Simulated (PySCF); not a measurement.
**Energy of He⁺ (helium, charge +1) between two integer charges**

The 1s alpha orbital of 1s1 is emptied in steps (occupation f), with all orbitals relaxed, ending at no electrons. Calculation: PySCF 2.14, in x2c-TZVPall (3s1p, 6 functions); scalar relativity by spin-free X2C-1e. The exact energy is a straight line in f; departures are measured from the line between the end points of the same method.

```tsv
f	UHF (eV)
1	0.000
0.8	0.000
0.6	0.000
0.4	0.000
0.2	0.000
0	0.000
```

```tsv
method	E(f=0) − E(f=1) (eV)	−ε at f=1 (eV)	−ε at f=0.4 (eV)
UHF	54.375	54.375	54.375
```

Orbital energy along the path (eV):

```json
{"f": "1", "UHF": "-54.375"}
{"f": "0.8", "UHF": "-54.375"}
{"f": "0.6", "UHF": "-54.375"}
{"f": "0.4", "UHF": "-54.375"}
{"f": "0.2", "UHF": "-54.375"}
{"f": "0", "UHF": "-54.375"}
```

Reference removal energy between the ground levels: 54.418 eV (theoretical estimate listed by NIST; NIST Atomic Spectra Database, ionization energies). UHF lacks correlation.
